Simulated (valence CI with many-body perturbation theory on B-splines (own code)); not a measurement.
**Level structure of Ce26+**

Calculated by valence CI with perturbative core correlation (CI+MBPT): four valence electrons over a frozen Dirac-Fock core [Ar] 3d10, radial functions for each j: 11 s, 11 p, 9 d, 7 f, 5 g, 2 h, 1 i, with the one-electron correlation potential Σ1, the two-electron term Σ2, the three-electron term Σ3, Breit, model QED; selected CI, second order for the rest (own B-spline code, finite nucleus).

No measured spectrum was set against this ion. As an estimate, large intervals hold to a few tenths of a per cent, small ones and those within an open d or f shell to about a per cent.

Levels 1 to 45 of 71, with energies above the lowest level, (4s^2 4p1/2^2) J=0. "Leading %" is the weight of the configuration and term that name the level; weights of strongly mixed levels are sums over their largest components and can fall short. In the jj column 3d3/2^4 stands for four electrons in 3d with j = 3/2. Lifetimes count E1, E2, E3, M1 and M2 decay at the calculated energies, and are blank where another channel may lead or the interval is too uncertain; long ones can be off by a factor of two.

| No. | Configuration | Term | J | E (eV) | Leading % | Second component | g | Lifetime | Leading jj |
| --- | --- | --- | --- | --- | --- | --- | --- | --- | --- |
| 1 | 4s2 4p2 | 3P | 0 | 0.00 | 75 | 24 % 4s2 4p2 1S |  |  | 4s^2 4p1/2^2 (98 %) |
| 2 | 4s2 4p2 | 3P | 1 | 22.15 | 99 |  | 1.499 | 13.0 μs | 4s^2 4p1/2 4p3/2 (99 %) |
| 3 | 4s2 4p2 | 1D | 2 | 24.99 | 57 | 41 % 4s2 4p2 3P | 1.207 | 1.26 ms | 4s^2 4p1/2 4p3/2 (98 %) |
| 4 | 4s2 4p2 | 3P | 2 | 49.29 | 57 | 41 % 4s2 4p2 1D | 1.289 | 6.33 μs | 4s^2 4p3/2^2 (98 %) |
| 5 | 4s2 4p2 | 1S | 0 | 55.82 | 74 | 24 % 4s2 4p2 3P |  | 3.72 μs | 4s^2 4p3/2^2 (97 %) |
| 6 | 4s 4p3 | 5S° | 2 | 79.79 | 52 | 34 % 4s 4p3 3P° | 1.707 | 165 ps | 4s 4p1/2^2 4p3/2 (87 %) |
| 7 | 4s 4p3 | 3D° | 1 | 89.84 | 50 | 22 % 4s 4p3 3P° | 0.931 | 17.0 ps | 4s 4p1/2^2 4p3/2 (84 %) |
| 8 | 4s 4p3 | 3D° | 2 | 100.75 | 52 | 34 % 4s 4p3 5S° | 1.472 | 85.4 ps | 4s 4p1/2 4p3/2^2 (88 %) |
| 9 | 4s 4p3 | 3D° | 3 | 106.04 | 93 | 5 % 4s2 4p 4d 3D° | 1.330 | 85.7 ps | 4s 4p1/2 4p3/2^2 (93 %) |
| 10 | 4s 4p3 | 3P° | 0 | 111.87 | 96 |  |  | 21.8 ps | 4s 4p1/2 4p3/2^2 (96 %) |
| 11 | 4s 4p3 | 1D° | 2 | 113.89 | 44 | 16 % 4s2 4p 4d 1D° | 1.068 | 22.4 ps | 4s 4p1/2 4p3/2^2 (62 %) |
| 12 | 4s 4p3 | 3P° | 1 | 114.43 | 50 | 25 % 4s 4p3 3D° | 1.274 | 12.1 ps | 4s 4p1/2 4p3/2^2 (86 %) |
| 13 | 4s 4p3 | 3S° | 1 | 119.90 | 41 | 31 % 4s 4p3 1P° | 1.471 | 4.52 ps | 4s 4p1/2 4p3/2^2 (84 %) |
| 14 | 4s2 4p 4d | 3F° | 2 | 123.83 | 70 | 9 % 4s 4p3 1D° | 0.814 | 15.8 ps | 4s^2 4p1/2 4d3/2 (71 %) |
| 15 | 4s2 4p 4d | 3F° | 3 | 132.21 | 75 | 11 % 4s2 4p 4d 3D° | 1.106 | 13.3 ps | 4s^2 4p1/2 4d5/2 (85 %) |
| 16 | 4s 4p3 | 3P° | 2 | 133.64 | 31 | 21 % 4s2 4p 4d 3D° | 1.285 | 7.73 ps | 4s^2 4p1/2 4d5/2 (49 %) |
| 17 | 4s2 4p 4d | 3D° | 1 | 134.08 | 47 | 22 % 4s2 4p 4d 3P° | 0.837 | 2.24 ps | 4s^2 4p1/2 4d3/2 (89 %) |
| 18 | 4s2 4p 4d | 3P° | 2 | 135.65 | 41 | 26 % 4s 4p3 1D° | 1.316 | 6.00 ps | 4s^2 4p1/2 4d5/2 (41 %) |
| 19 | 4s 4p3 | 1P° | 1 | 145.34 | 41 | 30 % 4s 4p3 3S° | 1.271 | 4.03 ps | 4s 4p3/2^3 (70 %) |
| 20 | 4s2 4p 4d | 3F° | 4 | 151.82 | 98 |  | 1.248 | 14.2 μs | 4s^2 4p3/2 4d5/2 (98 %) |
| 21 | 4s2 4p 4d | 3D° | 2 | 153.37 | 40 | 37 % 4s2 4p 4d 1D° | 1.027 | 2.67 ps | 4s^2 4p3/2 4d3/2 (78 %) |
| 22 | 4s2 4p 4d | 3P° | 0 | 154.87 | 95 |  |  | 3.13 ps | 4s^2 4p3/2 4d3/2 (95 %) |
| 23 | 4s2 4p 4d | 3D° | 3 | 155.63 | 52 | 22 % 4s2 4p 4d 3F° | 1.203 | 2.61 ps | 4s^2 4p3/2 4d3/2 (68 %) |
| 24 | 4s2 4p 4d | 3P° | 1 | 157.05 | 62 | 20 % 4s2 4p 4d 3D° | 1.238 | 2.85 ps | 4s^2 4p3/2 4d3/2 (72 %) |
| 25 | 4s2 4p 4d | 3P° | 2 | 160.26 | 43 | 24 % 4s2 4p 4d 3D° | 1.297 | 3.51 ps | 4s^2 4p3/2 4d5/2 (73 %) |
| 26 | 4s2 4p 4d | 1F° | 3 | 165.96 | 67 | 30 % 4s2 4p 4d 3D° | 1.103 | 2.53 ps | 4s^2 4p3/2 4d5/2 (76 %) |
| 27 | 4s2 4p 4d | 1P° | 1 | 168.78 | 72 | 12 % 4s2 4p 4d 3D° | 0.965 | 3.33 ps | 4s^2 4p3/2 4d5/2 (82 %) |
| 28 | 4p4 | 3P | 2 | 173.47 | 52 | 22 % 4p4 1D | 1.337 | 15.8 ps | 4p1/2^2 4p3/2^2 (74 %) |
| 29 | 4s 4p2 4d | 5F | 1 | 178.56 | 62 | 22 % 4s 4p2 4d 3D | 0.313 | 72.5 ps | 4s 4p1/2^2 4d3/2 (86 %) |
| 30 | 4s 4p2 4d | 5F | 2 | 181.27 | 45 | 19 % 4s 4p2 4d 5D | 1.174 | 23.9 ps | 4s 4p1/2^2 4d3/2 (56 %) |
| 31 | 4p4 | 1S | 0 | 181.79 | 46 | 40 % 4p4 3P |  | 8.98 ps | 4p1/2^2 4p3/2^2 (84 %) |
| 32 | 4s 4p2 4d | 5D | 3 | 186.70 | 32 | 31 % 4s 4p2 4d 5F | 1.375 | 18.1 ps | 4s 4p1/2^2 4d5/2 (77 %) |
| 33 | 4p4 | 3P | 1 | 195.36 | 39 | 23 % 4s 4p2 4d 3P | 1.345 | 24.6 ps | 4s 4p1/2 4p3/2 4d3/2 (51 %) |
| 34 | 4s 4p2 4d | 3F | 2 | 196.03 | 56 | 13 % 4s 4p2 4d 1D | 0.886 | 11.4 ps | 4s 4p1/2^2 4d5/2 (51 %) |
| 35 | 4p4 | 1D | 2 | 197.10 | 28 | 23 % 4s 4p2 4d 5F | 1.178 | 27.1 ps | 4s 4p1/2 4p3/2 4d3/2 (53 %) |
| 36 | 4s 4p2 4d | 5D | 0 | 197.18 | 89 | 7 % 4s 4p2 4d 3P |  | 108 ps | 4s 4p1/2 4p3/2 4d3/2 (94 %) |
| 37 | 4s 4p2 4d | 5F | 3 | 198.83 | 47 | 29 % 4s 4p2 4d 3F | 1.218 | 41.5 ps | 4s 4p1/2 4p3/2 4d3/2 (81 %) |
| 38 | 4s 4p2 4d | 5D | 1 | 199.45 | 49 | 34 % 4p4 3P | 1.402 | 12.5 ps | 4s 4p1/2 4p3/2 4d3/2 (44 %) |
| 39 | 4p4 | 1D | 2 | 199.58 | 22 | 21 % 4p4 3P | 1.196 | 9.43 ps | 4p1/2 4p3/2^3 (42 %) |
| 40 | 4s 4p2 4d | 5F | 4 | 200.75 | 72 | 17 % 4s 4p2 4d 5D | 1.344 | 599 ps | 4s 4p1/2 4p3/2 4d5/2 (76 %) |
| 41 | 4s 4p2 4d | 5D | 4 | 202.82 | 43 | 40 % 4s 4p2 4d 3F | 1.333 | 340 ps | 4s 4p1/2 4p3/2 4d3/2 (50 %) |
| 42 | 4s 4p2 4d | 5F | 5 | 206.76 | 64 | 35 % 4s 4p2 4d 3G | 1.327 | 264 ps | 4s 4p1/2 4p3/2 4d5/2 (89 %) |
| 43 | 4s 4p2 4d | 3F | 2 | 207.02 | 47 | 23 % 4s 4p2 4d 5D | 1.053 | 10.3 ps | 4s 4p1/2 4p3/2 4d5/2 (54 %) |
| 44 | 4s 4p2 4d | 5P | 3 | 207.75 | 50 | 29 % 4s 4p2 4d 3F | 1.404 | 4.23 ps | 4s 4p1/2 4p3/2 4d5/2 (58 %) |
| 45 | 4s 4p2 4d | 5P | 2 | 210.79 | 57 | 18 % 4s 4p2 4d 3P | 1.633 | 2.72 ps | 4s 4p1/2 4p3/2 4d3/2 (68 %) |

The ionisation energy to 4s2 4p 2P°_1/2 of the next ion comes out as 926.07 eV (NIST: 924 ± 4 eV (theoretical)). All 71 levels together are meant to be complete up to 234.39 eV.
